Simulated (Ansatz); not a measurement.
Computed with Ansatz on PBE0-D4/def2-TZVP structures; ΔE is electronic, products minus reactants. CCSD(T)/CBS is the MP2 limit (def2-TZVPP, def2-QZVPP) plus CCSD(T) − MP2 in def2-TZVPP, frozen cores. Functionals use def2-TZVPP. B3LYP here is the variant with VWN-RPA as its local correlation; programs differ in this. For Ge outer-core shells are correlated without core-valence functions, which leaves a few kJ/mol of doubt a bond. Scalar relativity is left out up to krypton. Each species was taken in one conformer, which may not be the lowest.

`O=[CH][GeH2][SiH3]` + `CB(O)S` → `CB(S)O[SiH3]` + `O=[CH][GeH3]`  (cleavage of the Si–Ge bond)

Problem. Is it downhill or uphill in electronic energy at CCSD(T)/CBS, and by how much? (Best estimate.)

Solution. Ansatz gave: Downhill: ΔE = -15.2 kcal/mol.

Problem. What do these levels give: PBE-D4, r2SCAN-D4, B3LYP-D4, ωB97X-V, PBE, r2SCAN, B3LYP, MP2/def2-TZVPP, CCSD(T)/def2-TZVPP, HF/def2-QZVPP, MP2/def2-QZVPP, SCS-MP2/def2-QZVPP? (Best estimate.)

Solution. Ansatz gave: PBE-D4 -10.0, r2SCAN-D4 -13.6, B3LYP-D4 -15.8, ωB97X-V -15.2, PBE -9.6, r2SCAN -13.4, B3LYP -15.1, MP2/def2-TZVPP -16.2, CCSD(T)/def2-TZVPP -15.2, HF/def2-QZVPP -21.6, MP2/def2-QZVPP -16.4, SCS-MP2/def2-QZVPP -17.7 kcal/mol.

Largest T1 diagnostic among the species: 0.015.

In def2-TZVPP, CCSD(T) changes the Hartree–Fock value by +5.7 kcal/mol (the triples alone add +0.7 kcal/mol) and MP2 by +4.8 kcal/mol. From PBE to PBE0 (25 % exact exchange), in def2-TZVPP and without D4, ΔE moves by −1.8 kcal/mol.
